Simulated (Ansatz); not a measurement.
Frontier orbitals of `N[AsH][SiH3]`.

Z-matrix (Å, degrees):
```
Si
As 1 2.365
H 1 1.488 2 108.9
H 1 1.485 2 109.3 3 -119.4
H 1 1.489 2 111.1 3 120.3
N 2 1.864 1 94.9 3 -163.5
H 2 1.537 1 91.9 3 -61.8
H 6 1.011 2 114.1 1 62.6
H 6 1.011 2 110.5 1 -174.5
```

Total charge 0; spin multiplicity 1. Correlated methods include outer-core shells of As, which these sets cover unevenly. Scalar relativity is left out up to krypton. All single points use the PBE0-D4/def2-TZVP geometry. It is one conformer, not always the lowest. Basis def2-TZVPP, Ansatz.

Orbital energies of one run (eV). Highest occupied ones, from the top: -5.91, -6.21, -7.79, -8.39, -8.61, -10.01, -11.90, -12.75, -15.24, -21.27, -40.82, -40.84, -40.90, -40.97. Empty: -1.09, -0.24, -0.15, 0.48, 0.93, 1.02.

Which functional gave them?
A. BHLYP
B. revPBE
C. B97M-V
D. LC-ωPBE

B. HOMO energies: revPBE -5.91, B97M-V -6.34, BHLYP -8.09, LC-ωPBE -9.69 eV.

LC-ωPBE has ω = 0.4 bohr⁻¹.
